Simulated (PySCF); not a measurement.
Species: sum formula BNH₂F (charge 0, doublet). It need not be the lowest isomer of its formula. SMILES: N[B]F
Coordinates optimised at B3LYP-D3(BJ)/def2-TZVP (Ansatz):
```
N
H 1 1.0044
H 1 1.0119 2 114.53
B 1 1.3859 2 122.64 3 -180.00
F 4 1.3284 1 122.77 2 180.00
```
Charge 0, spin multiplicity 2.

Dispersion corrections to the total energy (kcal/mol) from the dftd3 and dftd4 libraries through PySCF: D3(BJ) without and D4 with the three-body term, each with the damping fitted for the functional named.

```
functional      D3(BJ)          D4
----------  ----------  ----------
PBE              -1.22       -1.11
B3LYP            -2.10       -1.80
HF              -12.67       -4.77
BLYP             -2.59       -2.60
TPSSh            -1.34  (withheld)
B2GP-PLYP   (withheld)       -0.44
PBE0             -1.00  (withheld)
```

Some entries are withheld; supply them.


- TPSSh, D4: -1.36
- B2GP-PLYP, D3(BJ): -0.69
- PBE0, D4: -0.91
